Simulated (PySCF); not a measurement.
# Bond lengths and vibrations by method: AlBGeH3N

Calculated results; nothing here was measured. They come from PySCF 2.14.0, an open-source quantum chemistry program, on an isolated molecule that a program drew, which may never have been made. The molecule is AlBGeH3N (charge 0, singlet), drawn as the SMILES string `[AlH2][N]=[B][GeH]`.

The geometry was optimised and harmonic frequencies were computed with HF and MP2, all in the cc-pV(D+d)Z basis, for the commonest isotopes, with a restricted reference for singlets and an unrestricted one otherwise, and a frozen core in MP2. Germanium has the cc-pVDZ-PP basis, with a core potential (ECP10MDF) in place of its 10 inner electrons, and its 3s, 3p and 3d shells are frozen in MP2. Each result is a local minimum of its method.

Geometry at the HF minimum:
```xyz
7
AlBGeH3N, angstrom
Al    2.9186   -2.3469    0.5869
N     1.5536   -1.3490    0.0591
B     0.5739   -0.6514   -0.2947
Ge   -1.0045    0.5679   -1.0055
H     4.0003   -1.7337    1.5576
H     3.0365   -3.8350    0.0770
H    -1.9513    0.1574    0.1902
```

Lengths of the bonds as drawn, in Å (atoms numbered as above):
```
bond,HF,MP2
Al1-N2,1.771,1.799
N2-B3,1.254,1.285
B3-Ge4,2.117,2.103
Al1-H5,1.577,1.575
Al1-H6,1.577,1.575
Ge4-H7,1.579,1.589
```

Rotational constants, in GHz:
| constant | HF | MP2 |
|---|---|---|
| A | 80.27 | 78.65 |
| B | 0.821 | 0.8094 |
| C | 0.8193 | 0.8077 |

Harmonic frequencies in cm^-1, each column in rising order, so a row needn't be the same motion in every method:
| rank | HF | MP2 |
|---|---|---|
| 1 | 80 | 68 |
| 2 | 83 | 74 |
| 3 | 103 | 128 |
| 4 | 273 | 234 |
| 5 | 280 | 239 |
| 6 | 305 | 288 |
| 7 | 606 | ? |
| 8 | 671 | 640 |
| 9 | 741 | 683 |
| 10 | 763 | 715 |
| 11 | 855 | 812 |
| 12 | 1992 | 1844 |
| 13 | 1999 | 1978 |
| 14 | 2020 | 1988 |
| 15 | 2033 | 1993 |

**Estimate the missing MP2 frequency from the HF column.**

A single factor s that minimises the squared misfit of MP2 against s times HF over the other rows is sum(HF x MP2) / sum(HF^2) = 0.9655, with an rms misfit of 33 cm^-1. For rank 7 it gives 0.9655 x 606 = 585 cm^-1. The calculation gives 571 cm^-1, 14 cm^-1 below the estimate. The drawn bonds are on average 0.6 % longer in MP2 than in HF.
